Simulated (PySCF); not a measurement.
Simulated 1H ENDOR lines of a doublet radical (isotropic, first order, 341.4 mT).

Class means under 0.5 MHz are left out. Line positions in MHz: 1.49, 5.98, 6.60, 23.09, 27.58, 35.67.

**Question.** What is the proton Larmor frequency at this field?

**Answer.** νH = 5.58569 × 7.62259 MHz/T × 0.3414 T = 14.54 MHz.

**Question.** Pair the lines and read off the couplings.

**Answer.** ν± = |νn ± a/2|, one line for each electron-spin manifold; νn = |g_N| × 7.62259 MHz/T × B. A pair with |a| < 2νn is centred on νn and split by |a|; one with |a| > 2νn is centred on |a|/2 and split by 2νn.

```
lower line  upper line  centred on  |a| (MHz)
      6.60       35.67       |a|/2      42.27
      1.49       27.58          νn      26.09
      5.98       23.09          νn      17.12
```

Species: C₅H₄ClO (doublet state).
Numbering: `[Cl:1][C:2]1=[CH:3][CH2:4][C:5]=[CH:6][O:7]1` (hydrogens: H8 on C3; H9, H10 on C4; H11 on C6)

Structure used (PBE0-D3(BJ)/def2-SVP), in Å, numbered top down from 1:
```xyz
11
C5H4ClO angstrom
Cl     2.8785    0.5933   -0.5332
C      1.2025    0.3696   -0.2240
C      0.6420   -0.8414   -0.1049
C     -0.8354   -1.0316    0.1694
C     -1.4028    0.3271    0.2401
C     -0.7895    1.4873    0.1110
O      0.5722    1.5585   -0.1258
H      1.2841   -1.7170   -0.2129
H     -0.9934   -1.5925    1.1099
H     -1.3096   -1.6351   -0.6274
H     -1.2385    2.4791    0.1690
```

**Question.** This is the radical. Which protons give which coupling, and how does each split the EPR lines?

**Answer.** 42.3 MHz (computed sign +): H11, 2 bonds from C5, a 1:1 doublet of 1.509 mT; 26.1 MHz (computed sign +): H8, 3 bonds from C5, a 1:1 doublet of 0.931 mT; 17.1 MHz (computed sign +): H9/H10, 2 bonds from C5, a 1:2:1 triplet of 0.611 mT. To first order the positions of ENDOR lines don't depend on how many nuclei share a coupling.

Level of theory: UKS B3LYP, IGLO-III on C Cl O, pcH-1 on H, non-relativistic, mean-field spin-orbit, GIAO in PySCF 2.14.0. Isolated species at its PBE0-D3(BJ)/def2-SVP geometry, gas phase. Stability of the SCF solution: not tested.

Nuclei that the bonding pattern makes equivalent are averaged, as if the motion that swaps them (rotation, inversion, ring flip) were fast.

Time: 2.0 min wall, 93 s CPU (with the writing of density and orbital grids). Hardware: one thread, x86-64 server, on a shared host.
